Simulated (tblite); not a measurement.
C7H14FNSi.
Numbering: `[CH2:1]=[C:2]([CH2:3][F:4])[Si@@H:5]1[CH2:6][C@@H:7]1[N:8]([CH3:9])[CH3:10]` (hydrogens: H11, H12 on C1; H13, H14 on C3; H15 on Si5; H16, H17 on C6; H18 on C7; H19, H20, H21 on C9; H22, H23, H24 on C10)

Structure used (GFN2-xTB), in Å, numbered top down from 1:
```xyz
24
C7H14FNSi angstrom
C      3.165    0.286   -1.108
C      2.114    0.160   -0.306
C      1.851   -1.101    0.460
F      2.686   -2.129    0.087
Si     0.851    1.524   -0.081
C     -0.287    1.449    1.420
C     -0.965    1.011    0.116
N     -1.301   -0.382    0.016
C     -1.479   -0.785   -1.364
C     -2.463   -0.715    0.817
H      3.351    1.193   -1.656
H      3.873   -0.515   -1.247
H      0.822   -1.441    0.301
H      2.015   -0.940    1.532
H      1.158    2.809   -0.687
H     -0.674    2.354    1.867
H     -0.149    0.666    2.152
H     -1.752    1.688   -0.234
H     -2.316   -0.264   -1.853
H     -0.565   -0.566   -1.917
H     -1.668   -1.858   -1.403
H     -2.293   -0.392    1.842
H     -3.382   -0.235    0.446
H     -2.606   -1.796    0.809
```

Computed with GFN2-xTB (tblite): harmonic, unscaled wavenumbers at the GFN2-xTB geometry, gas phase. The method is semi-empirical: single wavenumbers can be off by several per cent or more. Modes of hydrogen on silicon can be 10 to 20 % off. One conformer, not necessarily the lowest.

Harmonic wavenumbers (cm⁻¹): 47.3, 54.3, 66.6, 113.4, 130.8, 169.8, 209.6, 223.6, 246.8, 270.7, 296.4, 346.1, 378.7, 405.4, 432.6, 456.4, 479.8, 593.3, 665.5, 683.8, 704.4, 729.5, 802.2, 851.0, 906.0, 952.2, 958.5, 975.7, 996.8, 1025.9, 1040.2, 1045.1, 1079.0, 1089.2, 1124.5, 1164.4, 1177.0, 1207.5, 1214.9, 1270.6, 1302.4, 1318.5, 1408.7, 1415.6, 1420.3, 1422.9, 1434.4, 1482.5, 1490.1, 1493.7, 1497.4, 1669.4, 2334.6, 2847.8, 2849.5, 2862.0, 2913.2, 2935.6, 3001.2, 3004.6, 3006.9, 3028.6, 3063.4, 3077.8, 3094.5, 3120.6.

A = 1502, B = 778.1, C = 635.4 MHz; mass 159.088 u (most abundant isotopes); point group C1, symmetry number 1.

What is the zero-point energy?

Half the sum of the wavenumbers: 42541 cm⁻¹ = 508.90 kJ/mol.

What is S at 500 K and 1 bar for an ideal gas of classical rigid rotors and harmonic oscillators?

Translation 182.83, rotation 133.85, vibration 280.51: S = 597.2 J/(mol K).

And Cp and H(500 K) − H(0)?

Cp = 301.47 J/(mol K), of which vibrations give 268.22 (their classical limit is 66 R = 548.8); H(500 K) − H(0) = 87.66 kJ/mol without the zero-point energy, 71.03 from vibrations.

Which modes carry the vibrational entropy at 500 K?

47.3 cm⁻¹: 24.90; 54.3 cm⁻¹: 23.76; 66.6 cm⁻¹: 22.06; 113.4 cm⁻¹: 17.66; 130.8 cm⁻¹: 16.49; 169.8 cm⁻¹: 14.35 J/(mol K); the other 60 give 161.28 together.

How do the functions run with temperature in this model?

| T (K) | S (J/(mol K)) | Cp (J/(mol K)) | H − H(0) (kJ/mol) | G − H(0) (kJ/mol) | ln q(vib) |
| --- | --- | --- | --- | --- | --- |
| 100 | 313.2 | 96.1 | 6.29 | -25.03 | 2.45 |
| 200 | 397.2 | 151.4 | 18.74 | -60.71 | 6.09 |
| 300 | 468.7 | 205.1 | 36.55 | -104.07 | 9.68 |
| 800 | 761.3 | 395.7 | 193.49 | -415.51 | 26.50 |
| 1000 | 854.2 | 436.9 | 276.98 | -577.25 | 32.57 |

q(vib) and H(0) count from the zero-point level.

What must be added to the electronic energy to get the Gibbs energy at 500 K and 1 bar?

ZPE + [H(500 K) − H(0)] − T·S = 508.90 + 87.66 − 298.59 = 297.97 kJ/mol.

Hindered rotation and anharmonicity are outside this model. Other conformers, if any are populated, would add a mixing term that is left out. The structure is chiral; the term R ln 2 for an equal mix with its mirror image is left out.
